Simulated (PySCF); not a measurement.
Gas-phase reaction: 2 HF + 2 WO₃ ⇌ WO₂F₂ + WO₂(OH)₂

Method: PySCF energies plus ideal-gas RRHO corrections (1 bar). † marks an energy on the PBE0/def2-TZVP geometry and frequencies; other levels use their own. CCSD(T) freezes the core. All species are closed-shell singlets. B3LYP is the form with VWN-RPA correlation. W: scalar-relativistic def2 core potential, no spin-orbit coupling. WO₂F₂: computed as isolated molecules; such fragments, hydroxides, amides, oligomers or adducts are transient or little studied in the gas. CCSD(T) isn't extrapolated to the basis-set limit. Warning, large T1 diagnostic: WO₂(OH)₂, WO₂F₂, WO₃ (CCSD(T)/def2-SVP†).

PBE/def2-SVP gives ΔH°(298 K) = -733 kJ.

Problem. What do CCSD(T)/def2-SVP†, ωB97M-V/def2-TZVP†, B3LYP/def2-TZVP† give?

Solution. CCSD(T)/def2-SVP†: -709 kJ; ωB97M-V/def2-TZVP†: -772 kJ; B3LYP/def2-TZVP†: -722 kJ. For scale, ΔH°(298 K) is -733 kJ at this level, -772 kJ at ωB97M-V/def2-TZVP†, and runs from -908 to -656 kJ over the 18 levels computed († marks an energy on the PBE0/def2-TZVP geometry).
